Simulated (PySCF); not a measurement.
A search over the determinants of CaBi⁺

Unrestricted PBE0; Ca def2-SVPD, Bi def2-SVPD with ECP60; scalar-relativistic core potentials (PySCF 2.14). Outer shells of the fragments: Ca+ 4s1; Bi 5d10 6s2 6p3.

Followed along the bond (rough minima from three points):

| 2Ms+1 | unpaired | ⟨S²⟩ at the start | R at minimum (Å) | Te (eV) |
| --- | --- | --- | --- | --- |
| 3 | π ↑↑ | 2.03 | 3.05 | 0.00 |
| 1 | π ↑↓ | 1.00 | 3.03 | 0.30 |
| 1 | none | 0.00 | none in the scan | ≤ 1.09 |
| 3 | σ ↑, π ↑ | 2.01 | none in the scan | ≤ 1.09 |
| 5 | σ ↑↑, π ↑↑ | 6.00 | none in the scan | ≤ 1.20 |

Solutions found at the starting distance of 3.150 Å, counted from the lowest of them; the search is not exhaustive and high or unbound solutions are not listed, so other states can lie among these:

```tsv
2Ms+1	unpaired	term	E (eV)	⟨S²⟩	⟨Lz²⟩	μ (D)
3	π ↑↑	³Σ⁻	0.00	2.03	0.00	-13.33
1	π ↑↓	mixed	0.31	1.00	2.01	-13.52
1	none	mixed	1.08	0.00	2.00	-13.42
3	σ ↑, π ↑	³Π	1.27	2.01	1.02	-14.79
5	σ ↑↑, π ↑↑	⁵Σ⁻	1.29	6.00	0.00	-7.48
1	σ ↓, π ↑	mixed	1.54	1.04	1.01	-14.58
```

A term symbol is given only where ⟨S²⟩ and ⟨Lz²⟩ are close to those of a pure state; real π, δ and φ orbitals otherwise mix terms. A positive dipole points towards Bi; it is taken about the centre of mass and depends on that origin.

These are scalar-relativistic numbers at best; spin–orbit coupling would shift them, the dissociation energy most.
